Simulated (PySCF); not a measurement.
Al(F)(Et)(NH2) (C2H7AlFN), SMILES C[CH2][Al]([NH2])[F].

Geometry: B3LYP-D3(BJ)/def2-SVP. The structure was generated by enumeration; whether it is a known compound was not checked. One conformer was computed; it need not be the lowest.

Level of theory: PySCF with HF/def2-TZVP.

Symmetry labels are those of the subgroup Cs that the program uses (full group Cs).

Task: List the valence orbital energies around the gap with their symmetry. (An estimate is asked for; the answer gives what the named calculation found.)

Result: 
```
orbital  symmetry  energy (eV)
-------  --------  -----------
HOMO−7         A"       -16.45
HOMO−6         A"       -16.20
HOMO−5         A'       -15.86
HOMO−4         A'       -15.18
HOMO−3         A'       -13.89
HOMO−2         A"       -13.29
HOMO−1         A'       -11.10
HOMO           A"       -10.99
LUMO           A'         2.56
LUMO+1         A"         3.00
LUMO+2         A'         3.70
LUMO+3         A'         3.94
```
